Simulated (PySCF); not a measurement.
## UHF on He (helium, neutral)

Configuration: 1s1 3d1, high-spin 3D determinant (an excited configuration). Calculation: PySCF 2.14, in dyall-acv3z (10s3p2d, 29 functions); the spin-free X2C one-electron Hamiltonian (Gaussian nucleus).

```
Total energy                                                  : -0.814425 hartree
One-electron energy                                           : -1.3839 hartree
Hartree (Coulomb) energy                                      : 1.4717 hartree
Exchange energy                                               : -0.9022 hartree
⟨S²⟩                                                          : 2.0000
⟨L²⟩                                                          : 6.000
Sum of ⟨r⟩                                                    : 2.567 bohr
Sum of ⟨r²⟩                                                   : 4.231 bohr²
Traceless quadrupole moment −½Σ⟨3z² − r²⟩ along its main axis : 0.977 e·bohr²
Langevin diamagnetic susceptibility                           : -3.35 ×10⁻⁶ cm³/mol
```

| shell | electrons | mean orbital energy (hartree) | rms radius, mean of both spins (bohr) |
| --- | --- | --- | --- |
| 1s α | 1 | -1.42905 | 0.899 |
| 3d α | 1 | 1.18409 | 1.85 |

The outer electron is Rydberg-like, and this basis confines it to a smaller radius and binds it less than a complete one would. At UHF the highest occupied level has a positive energy, so only the finite basis holds that electron; for this excited configuration the basis is too tight for the outer shell.

Spin-orbit constants ζ (cm⁻¹) from the X2C one-electron operator on these orbitals: bare nucleus, nucleus screened by l(l+1)(2l+1)/3 electrons, and screened by the Breit-Pauli mean field of the electrons.

| shell | bare | screened nucleus | mean field |
| --- | --- | --- | --- |
| 3d | 3.194 | 1.597 | 1.066 |

To first order the Landé constant is A = 0.5329 cm⁻¹, so the lowest level has J = 1 and lies 0.000198 eV below the centre of the term. This holds in LS coupling only.
